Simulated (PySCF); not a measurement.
# Electron correlation in Sn⁺ (tin, charge +1)

[Kr] 4d10 5s2 5d1, 2D determinant (an excited configuration). All numbers are calculated (PySCF 2.14, a scalar-relativistic core potential, in aug-cc-pVTZ-PP with one added diffuse shell each of d, f type with ECP28MDF (6s5p5d3f, 67 functions)). Frozen: 4s2 4p6 4d10; 3 electrons correlated.

```tsv
level	correlation energy (mhartree)
CCSD	-74.90
(T)	-13.50
CCSD(T)	-88.40
```

Diagnostics: T1 = 0.095, D1 = 0.2301, largest double amplitude 0.639.

The outer electron is Rydberg-like, and this basis confines it to a smaller radius and binds it less than a complete one would. T1 exceeds 0.03, a sign that the reference determinant is poor. A double-excitation amplitude exceeds 0.15, a sign of near-degeneracy.

Cost of the coupled-cluster step: of the order of 8 core-seconds, for 3 correlated electrons.

Iterations:

```
CC2 = 0
CCSD nocc = (np.int64(2), np.int64(1)), nmo = (58, 58)
frozen orbitals [[0, 1, 2, 3, 4, 5, 6, 7, 8], [0, 1, 2, 3, 4, 5, 6, 7, 8]]
max_cycle = 100
direct = 0
conv_tol = 1e-08
conv_tol_normt = 1e-06
diis_space = 8
diis_start_cycle = 0
Init t2, MP2 energy = -0.0371043036336617
Init E_corr(UCCSD) = -0.0371043036429725
cycle = 1  E_corr(UCCSD) = -0.0467360024376973  dE = -0.00963169879  norm(t1,t2) = 0.0898008
cycle = 2  E_corr(UCCSD) = -0.0511580699185008  dE = -0.00442206748  norm(t1,t2) = 0.0731243
cycle = 3  E_corr(UCCSD) = -0.0612755214732015  dE = -0.0101174516  norm(t1,t2) = 0.0666365
cycle = 4  E_corr(UCCSD) = -0.0724393840417657  dE = -0.0111638626  norm(t1,t2) = 0.0495321
cycle = 5  E_corr(UCCSD) = -0.0753876285041448  dE = -0.00294824446  norm(t1,t2) = 0.0126496
cycle = 6  E_corr(UCCSD) = -0.0742659995352868  dE = 0.00112162897  norm(t1,t2) = 0.00258244
cycle = 7  E_corr(UCCSD) = -0.0751855658484228  dE = -0.000919566313  norm(t1,t2) = 0.00269084
cycle = 8  E_corr(UCCSD) = -0.0748040258962612  dE = 0.000381539952  norm(t1,t2) = 0.00132367
cycle = 9  E_corr(UCCSD) = -0.0749125809701386  dE = -0.000108555074  norm(t1,t2) = 0.000481794
cycle = 10  E_corr(UCCSD) = -0.0748949063792247  dE = 1.76745909e-05  norm(t1,t2) = 4.18783e-05
cycle = 11  E_corr(UCCSD) = -0.0749036338763008  dE = -8.72749708e-06  norm(t1,t2) = 4.06443e-05
cycle = 12  E_corr(UCCSD) = -0.0749036549452995  dE = -2.10689987e-08  norm(t1,t2) = 7.30844e-07
cycle = 13  E_corr(UCCSD) = -0.0749036625136422  dE = -7.56834274e-09  norm(t1,t2) = 2.18785e-07
UCCSD converged
E(UCCSD) = -212.8801701289968  E_corr = -0.07490366251364225
UCCSD(T) correction = -0.0135010683100054
```
